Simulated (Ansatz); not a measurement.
Reactions of H8O2Si3 (`O[SiH]([SiH3])O[SiH3]`).

Gas-phase electronic energies from Ansatz, PBE0-D4/def2-TZVP geometries. CCSD(T)/CBS adds triple-zeta CCSD(T) − MP2 to the extrapolated MP2 energy (def2 sets, frozen cores). This one scheme is used for every species. DFT in def2-TZVPP. def2 core potentials past Kr. For Br, Sn, Te outer-core shells are correlated without core-valence functions, which leaves a few kJ/mol of doubt a bond. Scalar relativity is left out up to krypton. Each species was taken in one conformer, which may not be the lowest.

| reaction | CCSD(T)/CBS(def2) (kJ/mol) |
| --- | --- |
| `O[SiH]([SiH3])O[SiH3]` + H₂Te → `O[SiH]([SiH3])[TeH]` + `O[SiH3]` | ? |
| `O[SiH]([SiH3])O[SiH3]` + `CC(O)F` → `OC(F)[SiH3]` + `CO[SiH](O)[SiH3]` | 214 |
| `O[SiH]([SiH3])O[SiH3]` + `CN(C)C` → `CN(C)[SiH3]` + `CO[SiH](O)[SiH3]` | 98 |
| `O[SiH]([SiH3])O[SiH3]` + `C[S][SnH3]` → `[SiH3][S][SnH3]` + `CO[SiH](O)[SiH3]` | ? |
| `O[SiH]([SiH3])O[SiH3]` + `C[Si](O)(O)Br` → `C[Si](O)(Br)O[SiH3]` + `O[SiH](O)[SiH3]` | -5 |
| `O[SiH]([SiH3])O[SiH3]` + `COB(O)OC` → `CO[SiH](O)[SiH3]` + `COB(O)O[SiH3]` | 24 |
| `O[SiH]([SiH3])O[SiH3]` + `[OH][AlH2]` → `O[SiH]([SiH3])[O][AlH2]` + `O[SiH3]` | -5 |

Question: Fill in the missing values. (Best estimate.)

Answer: The calculation gave: `O[SiH]([SiH3])O[SiH3]` + H₂Te → `O[SiH]([SiH3])[TeH]` + `O[SiH3]`: +49.3 kJ/mol; `O[SiH]([SiH3])O[SiH3]` + `C[S][SnH3]` → `[SiH3][S][SnH3]` + `CO[SiH](O)[SiH3]`: +75.1 kJ/mol.

Largest T1 diagnostic: 0.013, for `O[SiH]([SiH3])[O][AlH2]`.
